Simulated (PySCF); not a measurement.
# Bond length, frequency and bond energy of CsH⁺ by level of theory

State: ²Σ⁺ (doublet), unpaired electrons σ ↑. Set-up: Cs def2-TZVP with ECP46, H def2-TZVP; scalar-relativistic core potentials (PySCF 2.14). De refers to Cs⁺ + H in their ground configurations, without counterpoise correction. The functionals are run spin-unrestricted. A positive dipole points towards H; it is taken about the centre of mass and depends on that origin. Levels whose curve was spin-contaminated or gave no clean fit are not listed.

```json
{"Level": "UHF", "Re (Å)": "4.061", "ωe (cm⁻¹)": "74.7", "De (eV)": "0.005", "μ (D)": "-0.06"}
{"Level": "UHF-MP2", "Re (Å)": "3.849", "ωe (cm⁻¹)": "102", "De (eV)": "0.008", "μ (D)": "n/a"}
{"Level": "UHF-SCS-MP2", "Re (Å)": "3.882", "ωe (cm⁻¹)": "97.3", "De (eV)": "0.008", "μ (D)": "n/a"}
{"Level": "UHF-CCSD", "Re (Å)": "3.849", "ωe (cm⁻¹)": "102", "De (eV)": "0.008", "μ (D)": "n/a"}
{"Level": "UHF-CCSD(T)", "Re (Å)": "3.844", "ωe (cm⁻¹)": "103", "De (eV)": "0.008", "μ (D)": "n/a"}
{"Level": "PBE", "Re (Å)": "3.682", "ωe (cm⁻¹)": "138", "De (eV)": "0.025", "μ (D)": "0.09"}
{"Level": "r²SCAN", "Re (Å)": "3.535", "ωe (cm⁻¹)": "151", "De (eV)": "0.023", "μ (D)": "0.06"}
{"Level": "TPSSh", "Re (Å)": "3.788", "ωe (cm⁻¹)": "112", "De (eV)": "0.018", "μ (D)": "0.03"}
{"Level": "PBE0", "Re (Å)": "3.712", "ωe (cm⁻¹)": "127", "De (eV)": "0.018", "μ (D)": "0.04"}
{"Level": "MN15", "Re (Å)": "3.924", "ωe (cm⁻¹)": "111", "De (eV)": "0.016", "μ (D)": "0.01"}
```

Problem. Which functional lies closest to UHF-CCSD(T) in De, which farthest, and by how much do they differ from it?

Solution. Closest is MN15 (+8.0 pm in Re, +7.8 % in ωe, +0.01 eV in De against UHF-CCSD(T) in the same basis), farthest PBE (-16.2 pm in Re, +34.0 % in ωe, +0.02 eV in De). CCSD(T) converges more slowly with the basis than the functionals do and binds too weakly in this one, so the order can change at the basis-set limit.

Problem. What does a quarter of exact exchange do here, going from PBE to PBE0?

Solution. PBE0 less PBE: +3.0 pm in Re, -8.0 % in ωe, -0.01 eV in De. Exact exchange removes part of the self-interaction that spreads semilocal densities, and in most molecules shortens and stiffens the bond and lowers De; here Re and ωe go the other way.

Problem. What does the step from GGA to meta-GGA do here, going from PBE to r²SCAN?

Solution. r²SCAN less PBE: -14.7 pm in Re, +9.4 % in ωe, -0.00 eV in De. 

Correlated steps freeze no core orbitals. The bond is weak. Basis-set superposition, not corrected here, can be much of De in a small basis, most of all at correlated wavefunction levels. Spin–orbit coupling is left out. For an ion De counts to the pair picked by the measured ionisation energies or electron affinities, which need not be the lowest pair at this level. The state is the lowest determinant that a PBE0 search found; another state may lie lower at other levels.
